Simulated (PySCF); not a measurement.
Computed with PBE0-D3(BJ)/def2-TZVP // PBE0-D3(BJ)/def2-SVP (PySCF). Isolated molecules, 0 K electronic values unless said otherwise. One relaxed conformer stands for a flexible species; it need not be the lowest. Excitations are Tamm–Dancoff values on a coarser integration grid. The basis has no diffuse functions, so Rydberg states are missing or too high.

Reference species (SMILES): `Bc1c(C#C)ccc2ccsc12` (neutral, multiplicity 1).

- brightest of the four lowest singlets (TDA): 4.84 eV
- S1 oscillator strength: 0.072
- LUMO: -2.41 eV
- S1–T1 gap (TDA): 0.99 eV

After one change: the brightest of the four lowest singlets (TDA) rises by 0.05 eV; the S1 oscillator strength hardly moves; the LUMO increases by 0.02 eV; the S1–T1 gap (TDA) goes up by 0.02 eV.

Which change was made? The new species is one of these.
A. `Bc1cc(C#C)c2ccsc2c1`
B. `Bc1c(C#C)ccc2sccc12`
C. `Bc1c(C#C)sc2ccccc12`
D. `Bc1cc2cccc(C#C)c2s1`

B, `Bc1c(C#C)ccc2sccc12`
